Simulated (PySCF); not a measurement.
The multiplicity is imposed and other spin states were not computed.

Cartesian coordinates (Å):
```xyz
11

Cd    -0.2447    -0.1168     0.3822
Cl     1.0647     1.4913     1.3473
N     -1.5073    -1.5366    -0.2775
C     -1.0020    -2.8795    -0.4621
C     -2.4853    -1.1794    -1.2818
H     -1.8384    -3.6073    -0.4037
H     -0.5015    -3.0540    -1.4419
H     -0.2863    -3.1506     0.3316
H     -2.1062    -1.2147    -2.3288
H     -3.3446    -1.8809    -1.2362
H     -2.8884    -0.1683    -1.1065
```
Charge 0, spin multiplicity 1.

Problem. What HOMO, dipole moment and LUMO does TPSSh-D3(BJ)/def2-TZVP // r2SCAN-D4/def2-SVP in PySCF 2.14.0 give?

Solution. 
The HOMO is -5.43 eV. The dipole moment comes out as 2.55 D and the LUMO is -1.75 eV.
